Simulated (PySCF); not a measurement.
## AsI₂: double against triple zeta

Base calculation in PySCF with density fitting and no spin–orbit coupling, PBE0/def2-SVP (scalar-relativistic core potentials): doublet, C2v, As–I 2.534 Å (×2); I–As–I 103.3°; wavenumbers 78, 244, 245 cm⁻¹; dipole moment 0.69 D, polar-tensor charge of As 0.73 e, atomisation energy (no zero-point energy) 445 kJ/mol.

Question: What changes on going to PBE0/def2-TZVP (scalar-relativistic core potentials)?

Answer: The point group stays the same. Changes: mean bond to As -0.012 Å, smallest bond angle -0.4 degrees, highest wavenumber +2 cm⁻¹, lowest wavenumber -1 cm⁻¹, dipole moment -0.08 D, polar-tensor charge of As -0.04 e, atomisation energy (no zero-point energy) +13 kJ/mol. The new structure has As–I 2.522 Å (×2); I–As–I 102.9°, with wavenumbers 77, 246, 247 cm⁻¹. The larger basis shortens the bonds, as added polarisation functions usually do.

The structures come from searches over a few start shapes, so lower isomers are not excluded.
